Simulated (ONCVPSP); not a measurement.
# Pseudopotential generation for calcium: ONCV, PBE, scalar-relativistic.

Input for ONCVPSP 4.0.1:

```
# ATOM AND REFERENCE CONFIGURATION
# atsym  z   nc   nv     iexc    psfile
  Ca 20.00    3    3        4      upf
#
#   n    l    f
    1    0    2.00
    2    0    2.00
    2    1    6.00
    3    0    2.00
    3    1    6.00
    4    0    0.50
#
# PSEUDOPOTENTIAL AND OPTIMIZATION
# lmax
    2
#
#   l,   rc,      ep,       ncon, nbas, qcut
    0    1.90    0.00    3    7    6.20
    1    1.40    0.00    4    9    9.60
    2    1.75    0.16    4    8    6.10
#
# LOCAL POTENTIAL
# lloc, lpopt,  rc(5),   dvloc0
    4    5    1.05    3.00
#
# VANDERBILT-KLEINMAN-BYLANDER PROJECTORs
# l, nproj, debl
    0    2    3.20
    1    2    4.00
    2    2    1.20
#
# MODEL CORE CHARGE
# icmod, fcfact, rcfact
    1    0.20    0.00
#
# LOG DERIVATIVE ANALYSIS
# epsh1, epsh2, depsh
   -4.00    5.00    0.02
#
# OUTPUT GRID
# rlmax, drl
    6.00    0.01
#
# TEST CONFIGURATIONS
# ncnf
    4
# nvcnf
#   n    l    f
    3
    3    0    2.00
    3    1    6.00
    4    0    2.00
#
    3
    3    0    2.00
    3    1    6.00
    4    0    1.00
#
    3
    3    0    2.00
    3    1    6.00
    4    0    0.00
#
    3
    3    0    1.00
    3    1    6.00
    4    0    2.00
#
```

Command:

```bash
oncvpsp.x < Ca.dat > Ca.out
```

Output (shortened: citation, most of the input echo, consistency checks and plot data are left out):

```
ONCVPSP  (Optimized Norm-Conservinng Vanderbilt PSeudopotential)
scalar-relativistic version 4.0.1

#   n    l    f        energy (Ha)
    1    0    2.00    -1.4554697E+02
    2    0    2.00    -1.5634363E+01
    2    1    6.00    -1.2708122E+01
    3    0    2.00    -2.1299305E+00
    3    1    6.00    -1.4266300E+00
    4    0    0.50    -4.3362273E-01

Reference configufation results
  iterations    26
  all-electron total energy (Ha)   -6.79902783D+02

Begin loop to  construct optimized pseudo wave functions
and semi-local pseudopoentials for all angular momenta

Calculating optimized projector #   1

 for l=   0

    Fraction of norm inside rc  0.941403
    Optimizing pswf for qcut=   6.21 a_B^-1,  ecut=  19.26 Ha
    Residual kinetic energy error=  1.21D-06 Ha

    Energy error per electron        Cutoff
         Ha          eV             Ha
         0.01000     0.27211        4.17
         0.00100     0.02721       11.24
         0.00010     0.00272       14.58
         0.00001     0.00027       16.92

Calculating optimized projector #   2

 for l=   0

    Fraction of norm inside rc  0.069816
    Optimizing pswf for qcut=   6.21 a_B^-1,  ecut=  19.26 Ha
    Residual kinetic energy error=  1.56D-06 Ha

    Energy error per electron        Cutoff
         Ha          eV             Ha
         0.01000     0.27211        3.40
         0.00100     0.02721       10.20
         0.00010     0.00272       14.38
         0.00001     0.00027       17.16

   Wellstate for l =  1  n =  6
     eigenvalue =   2.5734
     asymptotic potential =   3.0734
     half-point radius =  3.6140

Calculating optimized projector #   1

 for l=   1

    Fraction of norm inside rc  0.660166
    Optimizing pswf for qcut=   9.61 a_B^-1,  ecut=  46.21 Ha
    Residual kinetic energy error=  2.46D-07 Ha

    Energy error per electron        Cutoff
         Ha          eV             Ha
         0.01000     0.27211       10.29
         0.00100     0.02721       21.78
         0.00010     0.00272       32.25
         0.00001     0.00027       38.21

Calculating optimized projector #   2

 for l=   1

    Fraction of norm inside rc  0.043751
    Optimizing pswf for qcut=   9.61 a_B^-1,  ecut=  46.21 Ha
    Residual kinetic energy error=  7.13D-07 Ha

    Energy error per electron        Cutoff
         Ha          eV             Ha
         0.01000     0.27211       10.57
         0.00100     0.02721       14.95
         0.00010     0.00272       32.26
         0.00001     0.00027       39.54

WARNING wellstate: localized bound state found for n= 3 l= 2
WARNING this state with energy -0.44128633
WARNING will be used for the first projector

   Wellstate for l =  2  n =  5
     eigenvalue =   0.7587
     asymptotic potential =   1.2587
     half-point radius =  5.0062

Calculating optimized projector #   1

 for l=   2

    Fraction of norm inside rc  0.545047
    Optimizing pswf for qcut=   6.10 a_B^-1,  ecut=  18.62 Ha
    Residual kinetic energy error=  2.84D-03 Ha

    Energy error per electron        Cutoff
         Ha          eV             Ha
         0.01000     0.27211       16.09
         0.00100     0.02721       31.06
         0.00010     0.00272       74.62
         0.00001     0.00027       96.65

Calculating optimized projector #   2

 for l=   2

    Fraction of norm inside rc  0.090924
    Optimizing pswf for qcut=   6.10 a_B^-1,  ecut=  18.62 Ha
    Residual kinetic energy error=  4.38D-03 Ha

    Energy error per electron        Cutoff
         Ha          eV             Ha
         0.01000     0.27211       16.79
         0.00100     0.02721       23.38
         0.00010     0.00272       57.68
         0.00001     0.00027       91.42

Construct Vanderbilt / Kleinmman-Bylander projectors

B matrix Hermiticity error, ll=   0
   1   2    9.9783E-05

  Orthonormal projector coefficients  5.6938E+00  9.9718E-01

B matrix Hermiticity error, ll=   1
   1   2    2.4382E-04

  Orthonormal projector coefficients  3.5402E+00  4.6267E-01

B matrix Hermiticity error, ll=   2
   1   2   -5.1174E-05

  Orthonormal projector coefficients -4.9364E+00 -1.8501E+00

Model core correction analysis
  based on d2Exc/dn_idn_j

d2excae - all-electron derivatives

   -4.016009D-02   -3.595603D-02   -2.704722D-03
   -3.596897D-02   -3.333974D-02   -2.408720D-03
   -2.750870D-03   -2.468532D-03   -3.949213D-04

d2excps - pseudofunction derivatives with no core correction

   -4.611586D-02   -3.697991D-02   -3.611228D-03
   -3.699275D-02   -3.522067D-02   -2.501761D-03
   -3.658585D-03   -2.561580D-03   -5.026649D-04

rms 2nd derivative error    2.180218E-03

Polynomial model core charge

d2excps - pseudofunction derivatives with core correction

   -3.686019D-02   -3.458240D-02   -2.469061D-03
   -3.459473D-02   -3.448019D-02   -2.177582D-03
   -2.515078D-03   -2.237300D-03   -3.655468D-04

rms 2nd derivative error    1.340988E-03

Pseudoatom total energy  -36.612664

Diagnostic tests using Vanderbilt-Kleinman-Bylander pseudopotentials
  1 or more projectors used as specified by nproj input data

   l    rcore       rmatch      e in        delta e   norm test  slope test

   0   1.9034689   1.9612623  -2.1299305   0.0000058   1.0000947   1.0000918
   0   1.9034689   1.9612623  -0.4336227   0.0000033   1.0000301   1.0000156

   1   1.4029712   1.4455685  -1.4266300  -0.0000089   1.0000695   1.0000921
   1   1.4029712   1.4455685   2.5733700   0.0000701   1.0002598   1.0002598

   2   1.7505481   1.8036985  -0.4412863   0.0000010   1.0000366   1.0000350
   2   1.7505481   1.8036985   0.7587137   0.0000026   1.0001396   1.0001396

 Testing for bound ghosts
   n   l    E NL Schr. Eq   E Basis Diag.   E Cutoff

   1   0       -2.129925       -2.129910     52.44
   2   0       -0.433619       -0.397702     52.44

   2   1       -1.426639       -1.425766    200.57

   3   2       -0.441285       -0.434656    112.22

 Testing for highly-localized positive-energy ghosts
       l    <radius>/rc     E Basis Diag.   E Cutoff

Test configuration 0

   n   l     f        eae           eps        diff
   1   0  2.0000 -145.54696621
   2   0  2.0000  -15.63436297
   2   1  6.0000  -12.70812165
   3   0  2.0000   -2.12993052   -2.12992472    5.80D-06
   3   1  6.0000   -1.42663001   -1.42663888   -8.86D-06
   4   0  0.5000   -0.43362273   -0.43361947    3.27D-06

    Total energies and differences
      AE_ref= -6.79902783D+02  AE_tst= -6.79902783D+02  dif=  0.00D+00
      PS_ref= -3.66126636D+01  PS_tst= -3.66126636D+01  dif=  2.84D-14
      PSP excitation error= -2.84D-14

Test configuration 1

   n   l     f        eae           eps        diff
   1   0  2.0000 -145.13811875
   2   0  2.0000  -15.22784431
   2   1  6.0000  -12.30141192
   3   0  2.0000   -1.73059058   -1.72979365    7.97D-04
   3   1  6.0000   -1.02927816   -1.02921023    6.79D-05
   4   0  2.0000   -0.13841232   -0.13839143    2.09D-05

    Total energies and differences
      AE_ref= -6.79902783D+02  AE_tst= -6.80325146D+02  dif= -4.22D-01
      PS_ref= -3.66126636D+01  PS_tst= -3.70350075D+01  dif= -4.22D-01
      PSP excitation error= -1.90D-05

Test configuration 2

   n   l     f        eae           eps        diff
   1   0  2.0000 -145.39686498
   2   0  2.0000  -15.48531520
   2   1  6.0000  -12.55898915
   3   0  2.0000   -1.98421177   -1.98382528    3.86D-04
   3   1  6.0000   -1.28188040   -1.28183412    4.63D-05
   4   0  1.0000   -0.32947790   -0.32945208    2.58D-05

    Total energies and differences
      AE_ref= -6.79902783D+02  AE_tst= -6.80093280D+02  dif= -1.90D-01
      PS_ref= -3.66126636D+01  PS_tst= -3.68031599D+01  dif= -1.90D-01
      PSP excitation error= -1.12D-06

Test configuration 3

   n   l     f        eae           eps        diff
   1   0  2.0000 -145.70978685
   2   0  2.0000  -15.79588576
   2   1  6.0000  -12.86974301
   3   0  2.0000   -2.28713139   -2.28764923   -5.18D-04
   3   1  6.0000   -1.58241450   -1.58253117   -1.17D-04

    Total energies and differences
      AE_ref= -6.79902783D+02  AE_tst= -6.79658898D+02  dif=  2.44D-01
      PS_ref= -3.66126636D+01  PS_tst= -3.63687599D+01  dif=  2.44D-01
      PSP excitation error= -1.87D-05

Test configuration 4

   n   l     f        eae           eps        diff
   1   0  2.0000 -145.81662109
   2   0  2.0000  -15.88153428
   2   1  6.0000  -12.95725329
   3   0  1.0000   -2.26760965   -2.28201452   -1.44D-02
   3   1  6.0000   -1.54806181   -1.55161297   -3.55D-03
   4   0  2.0000   -0.40114297   -0.40190828   -7.65D-04

    Total energies and differences
      AE_ref= -6.79902783D+02  AE_tst= -6.78332261D+02  dif=  1.57D+00
      PS_ref= -3.66126636D+01  PS_tst= -3.50357112D+01  dif=  1.58D+00
      PSP excitation error= -6.43D-03
```

The run took about 3.2 s on one core of a shared server CPU.
